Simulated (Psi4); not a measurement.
trimethylboroxine (C$_{3}$H$_{9}$B$_{3}$O$_{3}$), singlet, geometry from GFN2-xTB; BLYP/STO-3G (Psi4).

Psi4 was given this input:
```
memory 2 GB

molecule {
0 1
  C    -1.88395612   -2.27603110   -0.19044238
  B    -0.87190410   -1.05674841   -0.09615793
  O     0.47004841   -1.27270533    0.04483004
  B     1.35009723   -0.23070259    0.14235499
  C     2.90538755   -0.50419483    0.30298053
  O     0.86423434    1.04578587    0.09599612
  B    -0.47285194    1.29171753   -0.04663207
  C    -1.02286120    2.77925774   -0.11210905
  O    -1.32942531    0.23068972   -0.14120135
  H    -1.38725937   -3.18978592   -0.50066549
  H    -2.69630027   -2.06716824   -0.88002264
  H    -2.33445810   -2.46363513    0.78177321
  H     3.29289147   -1.03354151   -0.56390256
  H     3.10060956   -1.13590232    1.16551924
  H     3.46912033    0.41574807    0.41763267
  H    -1.89407176    2.90521266    0.52450806
  H    -0.26974731    3.50276142    0.18249627
  H    -1.33777140    3.02062529   -1.12473696
}

set basis sto-3g

energy('blyp')
print_variables()
```

The log (banner, timings and long lists left out):

```
   => Loading Basis Set <=

    Name: STO-3G
    Role: ORBITAL
    Keyword: BASIS

         ---------------------------------------------------------
                                   SCF
               by Justin Turney, Rob Parrish, Andy Simmonett
                          and Daniel G. A. Smith
                              RKS Reference
         ---------------------------------------------------------

  ==> Geometry <==

    Molecular point group: c1
    Full point group: C1

    Geometry (in Angstrom), charge = 0, multiplicity = 1:

       Center              X                  Y                   Z               Mass
    ------------   -----------------  -----------------  -----------------  -----------------
         C           -1.884447122546    -2.276424610885    -0.190418436021    12.000000000000
         B           -0.872395102546    -1.057141920885    -0.096133986021    11.009305360000
         O            0.469557407454    -1.273098840885     0.044853983979    15.994914619570
         B            1.349606227454    -0.231096100885     0.142378933979    11.009305360000
         C            2.904896547454    -0.504588340885     0.303004473979    12.000000000000
         O            0.863743337454     1.045392359115     0.096020063979    15.994914619570
         B           -0.473342942546     1.291324019115    -0.046608126021    11.009305360000
         C           -1.023352202546     2.778864229115    -0.112085106021    12.000000000000
         O           -1.329916312546     0.230296209115    -0.141177406021    15.994914619570
         H           -1.387750372546    -3.190179430885    -0.500641546021     1.007825032230
         H           -2.696791272546    -2.067561750885    -0.879998696021     1.007825032230
         H           -2.334949102546    -2.464028640885     0.781797153979     1.007825032230
         H            3.292400467454    -1.033935020885    -0.563878616021     1.007825032230
         H            3.100118557454    -1.136295830885     1.165543183979     1.007825032230
         H            3.468629327454     0.415354559115     0.417656613979     1.007825032230
         H           -1.894562762546     2.904819149115     0.524532003979     1.007825032230
         H           -0.270238312546     3.502367909115     0.182520213979     1.007825032230
         H           -1.338262402546     3.020231779115    -1.124713016021     1.007825032230

  Running in c1 symmetry.

  Rotational constants: A =      0.05794  B =      0.05772  C =      0.02938 [cm^-1]
  Rotational constants: A =   1737.04106  B =   1730.27707  C =    880.71191 [MHz]
  Nuclear repulsion =  415.219514859638991

  Charge       = 0
  Multiplicity = 1
  Electrons    = 66
  Nalpha       = 33
  Nbeta        = 33

  ==> Algorithm <==

  SCF Algorithm Type is DF.
  DIIS enabled.
  MOM disabled.
  Fractional occupation disabled.
  Guess Type is SAD.
  Energy threshold   = 1.00e-06
  Density threshold  = 1.00e-06
  Integral threshold = 1.00e-12

  ==> Primary Basis <==

  Basis Set: STO-3G
    Blend: STO-3G
    Number of shells: 36
    Number of basis functions: 54
    Number of Cartesian functions: 54
    Spherical Harmonics?: true
    Max angular momentum: 1

  ==> DFT Potential <==

   => LibXC <=

    Version 7.1.2
    S. Lehtola, C. Steigemann, M. J. T. Oliveira, and M. A. L. Marques,  SoftwareX 7, 1–5 (2018) (10.1016/j.softx.2017.11.002)

   => Composite Functional: BLYP <=

    BLYP GGA Exchange-Correlation Functional

    P.J. Stephens et. al., J. Phys. Chem., 98, 11623-11627, 1994
    B. Miehlich et. al., Chem. Phys. Lett., 157(3), 200-206 1989

    Deriv               =              1
    GGA                 =           TRUE
    Meta                =          FALSE

    Exchange Hybrid     =          FALSE
    MP2 Hybrid          =          FALSE

   => Exchange Functionals <=

    1.0000     XC_GGA_X_B88

   => Correlation Functionals <=

    1.0000     XC_GGA_C_LYP

   => LibXC Density Thresholds  <==

    XC_GGA_C_LYP:  1.00E-14
    XC_GGA_X_B88:  1.00E-15

   => Molecular Quadrature <=

    Radial Scheme          =       TREUTLER
    Pruning Scheme         =           NONE
    Nuclear Scheme         =       TREUTLER

    Blocking Scheme        =         OCTREE
    BS radius alpha        =              1
    Pruning alpha          =              1
    Radial Points          =             75
    Spherical Points       =            302
    Total Points           =         377129
    Total Blocks           =           2812
    Max Points             =            256
    Max Functions          =             50
    Weights Tolerance      =       1.00E-15

   => Loading Basis Set <=

    Name: (STO-3G AUX)
    Role: JKFIT
    Keyword: DF_BASIS_SCF

  ==> Integral Setup <==

  SCF_SUBTYPE=INCORE selected. In-core MEM_DF algorithm will be used.
  Using in-core AOs.

  ==> MemDFJK: Density-Fitted J/K Matrices <==

    J tasked:                   Yes
    K tasked:                    No
    wK tasked:                   No
    Algorithm:                 Core
    Schwarz Cutoff:           1E-12
    Mask sparsity (%):       1.6461
    Fitting Condition:        1E-10

   => Auxiliary Basis Set <=

  Basis Set: (STO-3G AUX)
    Blend: DEF2-UNIVERSAL-JKFIT
    Number of shells: 279
    Number of basis functions: 843
    Number of Cartesian functions: 993
    Spherical Harmonics?: true
    Max angular momentum: 4

  Minimum eigenvalue in the overlap matrix is 2.1574932257E-01.
  Reciprocal condition number of the overlap matrix is 9.0807538712E-02.
    Using symmetric orthogonalization.

  ==> Pre-Iterations <==

  SCF Guess: Superposition of Atomic Densities via on-the-fly atomic UHF (no occupation information).

   -------------------------
    Irrep   Nso     Nmo
   -------------------------
     A         54      54
   -------------------------
    Total      54      54
   -------------------------

  ==> Iterations <==

                           Total Energy        Delta E     RMS |[F,P]|

   @DF-RKS iter SAD:  -411.03436248240212   -4.11034e+02   0.00000e+00
   @DF-RKS iter   1:  -414.61906580170421   -3.58470e+00   5.40307e-03 ADIIS/DIIS
   @DF-RKS iter   2:  -414.54781870939337    7.12471e-02   8.66801e-03 ADIIS/DIIS
   @DF-RKS iter   3:  -414.67445944876897   -1.26641e-01   8.19517e-04 ADIIS/DIIS
   @DF-RKS iter   4:  -414.67575716125418   -1.29771e-03   2.55831e-04 ADIIS/DIIS
   @DF-RKS iter   5:  -414.67586941947889   -1.12258e-04   3.31558e-05 DIIS
   @DF-RKS iter   6:  -414.67587191680639   -2.49733e-06   1.04442e-05 DIIS
   @DF-RKS iter   7:  -414.67587206081282   -1.44006e-07   4.75072e-06 DIIS
   @DF-RKS iter   8:  -414.67587209846744   -3.76546e-08   1.91024e-07 DIIS
  Energy and wave function converged.

  ==> Post-Iterations <==

   Electrons on quadrature grid:
      Ntotal   =   65.9999965109 ; deviation = -3.489e-06

    Orbital Energies [Eh]
    ---------------------

    Doubly Occupied:

       1A    -18.601326     2A    -18.600783     3A    -18.600599
       4A     -9.708707     5A     -9.708702     6A     -9.708612
       7A     -6.383293     8A     -6.383154     9A     -6.382318
      10A     -0.932003    11A     -0.866587    12A     -0.866419
      13A     -0.581734    14A     -0.581638    15A     -0.575815
      16A     -0.439566    17A     -0.439282    18A     -0.404965
      19A     -0.338454    20A     -0.323081    21A     -0.310260
      22A     -0.309775    23A     -0.301586    24A     -0.301445
      25A     -0.288386    26A     -0.278449    27A     -0.246658
      28A     -0.246571    29A     -0.237936    30A     -0.214269
      31A     -0.213171    32A     -0.152620    33A     -0.152520

    Virtual:

      34A      0.071822    35A      0.072894    36A      0.170528
      37A      0.325831    38A      0.327325    39A      0.328500
      40A      0.407753    41A      0.427971    42A      0.430681
      43A      0.432505    44A      0.432825    45A      0.434471
      46A      0.458636    47A      0.459194    48A      0.459320
      49A      0.509497    50A      0.510021    51A      0.519166
      52A      0.555796    53A      0.559009    54A      0.682515

    Final Occupation by Irrep:
              A
    DOCC [    33 ]
    NA   [    33 ]
    NB   [    33 ]

  @DF-RKS Final Energy:  -414.67587209846744

   => Energetics <=

    Nuclear Repulsion Energy =            415.2195148596389913
    One-Electron Energy =               -1390.9273880889504653
    Two-Electron Energy =                 618.8187126554480528
    DFT Exchange-Correlation Energy =     -57.7867115246040939
    Empirical Dispersion Energy =           0.0000000000000000
    VV10 Nonlocal Energy =                  0.0000000000000000
    Total Energy =                       -414.6758720984674369

Computation Completed

Properties will be evaluated at   0.000000,   0.000000,   0.000000 [a0]

Properties computed using the SCF density matrix

 Multipole Moments:

 ------------------------------------------------------------------------------------
     Multipole            Electronic (a.u.)      Nuclear  (a.u.)        Total (a.u.)
 ------------------------------------------------------------------------------------

 L = 1.  Multiply by 2.5417464519 to convert [e a0] to [Debye]
 Dipole X            :          0.0461289           -0.0612388           -0.0151099
 Dipole Y            :          0.0369681           -0.0490796           -0.0121115
 Dipole Z            :         -0.0025854            0.0029860            0.0004006
 Magnitude           :                                                    0.0193690

 ------------------------------------------------------------------------------------

  Variable Map:
  ----------------------------------------------------------------------------
  "CURRENT ENERGY"              =>    -414.675872098467
  "CURRENT REFERENCE ENERGY"    =>    -414.675872098467
  "DD SOLVATION ENERGY"         =>       0.000000000000
  "DFT FUNCTIONAL TOTAL ENERGY" =>    -414.675872098467
  "DFT TOTAL ENERGY"            =>    -414.675872098467
  "DFT VV10 ENERGY"             =>       0.000000000000
  "DFT XC ENERGY"               =>     -57.786711524604
  "GRID ELECTRONS ALPHA"        =>      32.999998255441
  "GRID ELECTRONS BETA"         =>      32.999998255441
  "GRID ELECTRONS TOTAL"        =>      65.999996510883
  "NUCLEAR REPULSION ENERGY"    =>     415.219514859639
  "ONE-ELECTRON ENERGY"         =>   -1390.927388088950
  "PCM POLARIZATION ENERGY"     =>       0.000000000000
  "PE ENERGY"                   =>       0.000000000000
  "SCF ITERATION ENERGY"        =>    -414.675872098467
  "SCF ITERATIONS"              =>       8.000000000000
  "SCF TOTAL ENERGY"            =>    -414.675872098467
  "TWO-ELECTRON ENERGY"         =>     618.818712655448
  "XC GRID RADIAL POINTS"       =>      75.000000000000
  "XC GRID SPHERICAL POINTS"    =>     302.000000000000
  "XC GRID TOTAL POINTS"        =>  377129.000000000000

  Array Variable Map:
  ----------------------------------------------------------------------------
  "CURRENT DIPOLE"              =>      -0.015109910704 ... 0.000400645992 1 by 3
  "SCF DIPOLE"                  =>      -0.015109910704 ... 0.000400645992 1 by 3
  "SCF TOTAL ENERGIES"          =>    -411.034362482402 ... -414.675872098467 1 by 9
```
